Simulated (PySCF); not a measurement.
4-fluoro-1,3-thiazole (C₃H₂FNS), SMILES n1c(F)csc1.

The structure is a stationary point at r2SCAN-D4/def2-SVP.

Computed with r2SCAN-D4/def2-SVP run with PySCF 2.14.0.

Frequencies are harmonic and unscaled.

**Question.** List the normal modes with their intensities. (The exact figures need the calculation; the answer reports its results.)

**Answer.** 
```tsv
mode	ν (cm⁻¹)	IR (km/mol)	moving atoms (share of kinetic energy)
1	275	0.3	C 45 %, F 28 %, S 13 %, N 11 %
2	431	0.4	F 44 %, C 23 %, N 16 %, S 12 %
3	507	1.2	C 58 %, N 17 %, H 14 %, S 10 %
4	571	2.6	S 47 %, F 31 %, C 19 %
5	677	7.1	H 61 %, C 23 %, N 15 %
6	688	6.9	N 28 %, C 27 %, S 21 %, F 21 %
7	709	10.9	C 62 %, H 26 %, N 11 %
8	799	56.5	H 80 %, C 20 %
9	842	7.3	C 60 %, S 17 %, H 16 %
10	889	23.9	C 68 %, H 23 %
11	990	33.7	N 42 %, C 29 %, H 21 %
12	1147	15.9	H 60 %, C 31 %
13	1259	9.5	H 67 %, C 25 %
14	1414	103.7	C 68 %, N 24 %
15	1491	18.0	C 60 %, N 34 %
16	1586	236.6	C 84 %, N 9 %
17	3231	1.0	H 91 %, C 9 %
18	3280	9.3	H 91 %, C 9 %
```
